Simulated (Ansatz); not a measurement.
Ansatz results at the PBE0-D4/def2-TZVP geometry: HOMO–LUMO gap (PBE/def2-TZVPP) 5.09 eV; HOMO energy (B3LYP/def2-TZVPP) -7.51 eV; LUMO energy (PBE0/def2-TZVPP) -0.78 eV.

Question: Which molecule gave them?
A. `[SiH2]1[SiH2][GeH2]1`
B. `[GeH2]1[GeH2][GeH2][GeH2]1`
C. `[SiH2]1[SiH2][SiH2]1`
D. `[SiH2]1[SiH2][SiH2][SiH2][SiH2][SiH2]1`

Answer: D. The others give `[SiH2]1[SiH2][GeH2]1`: 4.08, -6.55, -0.92; `[SiH2]1[SiH2][SiH2]1`: 3.96, -6.73, -1.17; `[GeH2]1[GeH2][GeH2][GeH2]1`: 4.88, -7.13, -0.83.

B3LYP here is the variant with VWN-RPA as its local correlation; programs differ in this.
